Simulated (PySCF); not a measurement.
methanethiol (CH₄S), singlet, geometry from GFN2-xTB; BLYP/6-31G (PySCF).

Here is a job for PySCF.
```python
from pyscf import gto, scf, dft

mol = gto.Mole()
mol.atom = '''
    C    -0.059275    1.156018    0.011080
    S    -0.042901   -0.665262   -0.006996
    H     1.281893   -0.797104    0.002348
    H    -1.103113    1.452306    0.005641
    H     0.424446    1.517500    0.913197
    H     0.438843    1.535384   -0.875729
'''
mol.basis = '6-31g'
mol.charge = 0
mol.spin = 0
mol.verbose = 4
mol.build()

mf = dft.RKS(mol)
mf.xc = 'blyp'
mf.kernel()
```

Task: Predict the main parts of the log of this PySCF run.

Result: 
```
PySCF version 2.14.0

[INPUT] verbose = 4
[INPUT] num. atoms = 6
[INPUT] num. electrons = 26
[INPUT] charge = 0
[INPUT] spin (= nelec alpha-beta = 2S) = 0
[INPUT] symmetry False subgroup None
[INPUT] Mole.unit = angstrom
[INPUT] Symbol           X                Y                Z      unit          X                Y                Z       unit  Magmom
[INPUT]  1 C     -0.059275000000   1.156018000000   0.011080000000 AA   -0.112013516034   2.184557415067   0.020938165460 Bohr   0.0
[INPUT]  2 S     -0.042901000000  -0.665262000000  -0.006996000000 AA   -0.081071140470  -1.257162981080  -0.013220523967 Bohr   0.0
[INPUT]  3 H      1.281893000000  -0.797104000000   0.002348000000 AA    2.422426690997  -1.506308252795   0.004437076940 Bohr   0.0
[INPUT]  4 H     -1.103113000000   1.452306000000   0.005641000000 AA   -2.084581454447   2.744460589063   0.010659945069 Bohr   0.0
[INPUT]  5 H      0.424446000000   1.517500000000   0.913197000000 AA    0.802086694667   2.867659394027   1.725692227774 Bohr   0.0
[INPUT]  6 H      0.438843000000   1.535384000000  -0.875729000000 AA    0.829293081683   2.901455256039  -1.654887969339 Bohr   0.0

nuclear repulsion = 56.4091373486565
number of shells = 20
number of NR pGTOs = 84
number of NR cGTOs = 30
basis = 6-31g
ecp = {}

******** <class 'pyscf.dft.rks.RKS'> ********
method = RKS
initial guess = minao
damping factor = 0
level_shift factor = 0
DIIS = <class 'pyscf.scf.diis.CDIIS'>
diis_start_cycle = 1
diis_space = 8
diis_damp = 0
SCF conv_tol = 1e-09
SCF conv_tol_grad = None
SCF max_cycles = 50
direct_scf = True
direct_scf_tol = 1e-13
XC library pyscf.dft.libxc version 7.1.2
    S. Lehtola, C. Steigemann, M. J. T. Oliveira, and M. A. L. Marques,  SoftwareX 7, 1–5 (2018)
XC functionals = blyp
    A. D. Becke,  Phys. Rev. A 38, 3098 (1988)
    C. Lee, W. Yang, and R. G. Parr,  Phys. Rev. B 37, 785 (1988)
    B. Miehlich, A. Savin, H. Stoll, and H. Preuss,  Chem. Phys. Lett. 157, 200 (1989)
radial grids:
    Treutler-Ahlrichs [JCP 102, 346 (1995); DOI:10.1063/1.469408] (M4) radial grids

becke partition: Becke, JCP 88, 2547 (1988); DOI:10.1063/1.454033
pruning grids: <function nwchem_prune>
grids dens level: 3
symmetrized grids: False
atomic radii adjust function: <function treutler_atomic_radii_adjust>
small_rho_cutoff = 0
Set gradient conv threshold to 3.16228e-05
Initial guess from minao.
tot grids = 72232
init E= -438.59422720883
  HOMO = -0.257728513421654  LUMO = -0.0248523742494884  gap/eV = 6.33688
cycle= 1 E= -438.57427783356  delta_E= 0.0199  |g|= 0.299  |ddm|= 2.17
  HOMO = -0.150004213123263  LUMO = 0.0426337329481905  gap/eV = 5.24195
cycle= 2 E= -438.549372247932  delta_E= 0.0249  |g|= 0.421  |ddm|= 0.949
  HOMO = -0.188703439511619  LUMO = 0.0182987513684398  gap/eV = 5.63282
cycle= 3 E= -438.602781346556  delta_E= -0.0534  |g|= 0.0405  |ddm|= 0.531
  HOMO = -0.194821729205014  LUMO = 0.0162717953063587  gap/eV = 5.74415
cycle= 4 E= -438.603289303425  delta_E= -0.000508  |g|= 0.0151  |ddm|= 0.0905
  HOMO = -0.19274553405692  LUMO = 0.0170435451918338  gap/eV = 5.70865
cycle= 5 E= -438.603361524692  delta_E= -7.22e-05  |g|= 0.00126  |ddm|= 0.0225
  HOMO = -0.192870606812715  LUMO = 0.0169944322347875  gap/eV = 5.71072
cycle= 6 E= -438.603362287302  delta_E= -7.63e-07  |g|= 0.000228  |ddm|= 0.004
  HOMO = -0.192904824114108  LUMO = 0.0169670893410789  gap/eV = 5.71091
cycle= 7 E= -438.603362315628  delta_E= -2.83e-08  |g|= 2.48e-05  |ddm|= 0.000678
  HOMO = -0.192902056244337  LUMO = 0.0169699679919448  gap/eV = 5.71091
cycle= 8 E= -438.603362315896  delta_E= -2.68e-10  |g|= 3.91e-06  |ddm|= 5.34e-05
  HOMO = -0.192902630413231  LUMO = 0.0169692640970942  gap/eV = 5.71091
Extra cycle  E= -438.60336231589  delta_E= 6.03e-12  |g|= 5.93e-06  |ddm|= 1.24e-05
converged SCF energy = -438.60336231589
```
